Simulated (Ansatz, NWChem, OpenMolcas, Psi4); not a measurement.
## Computed against measured: dipole moment

6 molecules; the dipole moment in D, computed less measured. Shapes, held fixed at every level: PBE0-D4/def2-TZVP. No vibrational averaging. Dipoles are compared by magnitude; molecules under 1 D, whose direction can flip, are left out. Programs: Ansatz 0.2.0, NWChem 7.3.0, OpenMolcas 26.06, Psi4 1.11. A level may come from different programs for different species; with the same settings they agree closely. Measured values: NIST CCCBDB.

Levels: A = HF/3-21G; B = revPBE/aug-cc-pVDZ; C = TPSS/aug-cc-pVDZ; D = r2SCAN-D4/def2-TZVPP.

```json
{"molecule": "CH2Cl2 (SMILES ClCCl)", "measured": "1.60", "A": "+0.65", "B": "0.00", "C": "+0.05", "D": "+0.06"}
{"molecule": "CHBrF2 (SMILES FC(F)Br)", "measured": "1.50", "A": "+0.39", "B": "-0.20", "C": "-0.15", "D": "-0.14"}
{"molecule": "C2H2F2 (vinylidene fluoride)", "measured": "1.38", "A": "+0.26", "B": "-0.32", "C": "-0.23", "D": "-0.34"}
{"molecule": "C2H3Br (vinyl bromide)", "measured": "1.42", "A": "+0.20", "B": "-0.05", "C": "+0.03", "D": "+0.03"}
{"molecule": "C2H5F (SMILES CCF)", "measured": "1.96", "A": "+0.25", "B": "-0.15", "C": "-0.11", "D": "-0.13"}
{"molecule": "C2H5N (N-methylmethanimine)", "measured": "1.53", "A": "+0.31", "B": "-0.13", "C": "-0.09", "D": "-0.10"}
```

Task: Sum up the errors.

Result: 
```json
{"level": "HF/3-21G", "kind": "Hartree–Fock", "mean error": "+0.343", "mean absolute error": "0.343", "worst case": "CH2Cl2"}
{"level": "revPBE/aug-cc-pVDZ", "kind": "GGA", "mean error": "-0.142", "mean absolute error": "0.142", "worst case": "C2H2F2"}
{"level": "TPSS/aug-cc-pVDZ", "kind": "meta-GGA", "mean error": "-0.083", "mean absolute error": "0.110", "worst case": "C2H2F2"}
{"level": "r2SCAN-D4/def2-TZVPP", "kind": "meta-GGA", "mean error": "-0.103", "mean absolute error": "0.133", "worst case": "C2H2F2"}
```

On this set TPSS/aug-cc-pVDZ has the smallest mean absolute error and HF/3-21G the largest. HF/3-21G is too high in 6 of 6; revPBE/aug-cc-pVDZ is too low in 5 of 6; TPSS/aug-cc-pVDZ is too low in 4 of 6; r2SCAN-D4/def2-TZVPP is too low in 4 of 6. The levels differ in basis as well as in method. Relativity is left out for Br. The set is small.
